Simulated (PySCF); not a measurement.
Start geometry of `[BH2][SnH2][NH][SiH3]` from GFN2-xTB (Å):
```
atom  x, y, z in Å
B1     2.098    0.849    0.593
Sn2    1.032   -1.021    0.246
N3    -0.809   -0.694   -0.572
Si4   -1.847    0.633   -0.418
H5     3.168    0.866    0.973
H6     1.545    1.891    0.372
H7     1.730   -2.129   -0.817
H8     0.784   -1.977    1.603
H9    -1.138   -1.437   -1.119
H10   -3.233    0.104   -0.205
H11   -1.849    1.471   -1.607
H12   -1.442    1.415    0.750
```

Q: What comes out of this run: PBE0-D3(BJ)/def2-SVP geometry optimisation, gas phase, def2 core potentials past Kr (PySCF)?

A: 
```
atom  x, y, z in Å
B1     2.062    0.694    0.572
Sn2    0.854   -1.167    0.212
N3    -0.964   -0.677   -0.607
Si4   -1.881    0.761   -0.348
H5     3.147    0.622    1.098
H6     1.648    1.774    0.232
H7     1.590   -2.214   -0.938
H8     0.573   -2.083    1.643
H9    -1.324   -1.354   -1.273
H10   -3.308    0.478    0.020
H11   -1.924    1.690   -1.527
H12   -1.238    1.498    0.786
```

The energy falls by 24.9 kJ/mol over 14 energy and gradient evaluations, the largest force component goes from 0.0366 to 3.9e-04 Eh/bohr, and the atoms move by 0.125 Å rms after alignment. The bond that changes most is B1–H5 (three-coordinate boron to B–H hydrogen), which lengthens by 0.071 Å. Bonds longer at the end by more than 0.005 Å: 10 of 11; shorter: 0. Among the angles that change most is H7–Sn2–H8, from 101.3° to 107.5°. Among the dihedrals that turn most is H9–N3–Si4–H12, from 161° to 173°. Rotational constants go from 6092, 1495, 1248 to 5690, 1490, 1233 MHz. The orientation of the end geometry is arbitrary; only internal coordinates are fixed.

The run used 112 basis functions and 87 SCF cycles in all. Time: 41 s of wall time; peak memory 0.48 GiB. Hardware: an AMD EPYC 9R45 with one thread, no GPU (shared host).

No PBE0-D3(BJ)/def2-SVP frequencies stand behind this structure, so it isn't proved a minimum. The numbers are those of one conformer.
